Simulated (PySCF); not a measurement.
Symmetry of computed structures. Computed, not measured: PySCF 2.14.0, PBE0-D3(BJ)/def2-SVP geometry optimisation, gas phase. The symmetry is that of the one conformer found, every atom within 0.08 Å of its image; none is proved a minimum here. The geometries of the anions come from a basis without diffuse functions.

Problem. Point group, rotor type and polarity of germyl cyanide (`N#[C][GeH3]`)?

Solution. C3v; prolate symmetric top; symmetry number 3; 6 operations, which sort the 6 atoms into 4 sets; dipole 3.72 D, along the axis.

Problem. Point group, rotor type and polarity of `[CH:1]#[C:2]/[CH:3]=[CH:4]\[S:5][CH3:6]` with C3–C4–S5–C6 0°, H–C6–S5–C4 -61° (nearest H)?

Solution. Cs; asymmetric top; symmetry number 1; 2 operations, which sort the 12 atoms into 11 sets; dipole 0.79 D, in the ab plane, which is the mirror; heavy atoms equivalent by symmetry: none.

Problem. Point group, rotor type and polarity of `[F:1][Si-:2]([F:3])([F:4])([F:5])[F:6]` (charge -1)?

Solution. D3h; prolate symmetric top; symmetry number 6; 12 operations, which sort the 6 atoms into 3 sets; dipole about the centre of mass forbidden by symmetry (computed 0.01 D); A, B, C = 3257, 2749, 2737 MHz; heavy atoms equivalent by symmetry: F1/F4, F3/F5/F6.

Problem. What symmetry has `[BH2:1][OH:2]` with H–B1–O2–H 180° and 0°?

Solution. Cs; near-prolate asymmetric top; symmetry number 1; 2 operations, which sort the 5 atoms into 5 sets; dipole 1.74 D, in the ab plane, which is the mirror; A, B, C = 169700, 30736, 26023 MHz.
